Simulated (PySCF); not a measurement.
**Dipole response of Ag (silver, neutral)**

[Kr] 4d10 5s1, 2S determinant. Computed with PySCF 2.14 in x2c-TZVPPall with one added diffuse shell each of s, p, d, f type (9s7p7d3f1g, 95 functions), with the spin-free X2C one-electron Hamiltonian (Gaussian nucleus). Coupled (time-dependent) response in atomic units; α is the mean over directions.

| method | mean α (bohr³) | C₆ (like pair) | S(−4) |
| --- | --- | --- | --- |
| r2SCAN0 | 61.72 | 516.5 | 2911 |
| BHandHLYP | 53.80 | 417.1 | 2379 |

S(−4) is the Cauchy moment in α(ω) = α(0) + S(−4) ω² + …

Reference α: 55 ± 8 bohr³ (recommended; Schwerdtfeger and Nagle, table of static dipole polarizabilities (2023 update)). Published C₆: 341.0 (Gould and Bucko (2016)).

α(iu) at BHandHLYP:

```csv
u (hartree),α(iu) (bohr³)
0,53.80
0.0500,48.58
0.100,38.43
0.200,23.49
0.300,16.25
0.500,10.04
0.750,6.806
1.00,5.077
1.50,3.221
2.00,2.253
3.00,1.288
5.00,0.5777
```

A single London oscillator, α(iu) = α/(1 + u²/ω²), gives C₆ = (3/4) ω α². Matching the computed C₆ needs ω = 4 × 417.1 / (3 × 53.80²) = 0.192 hartree.
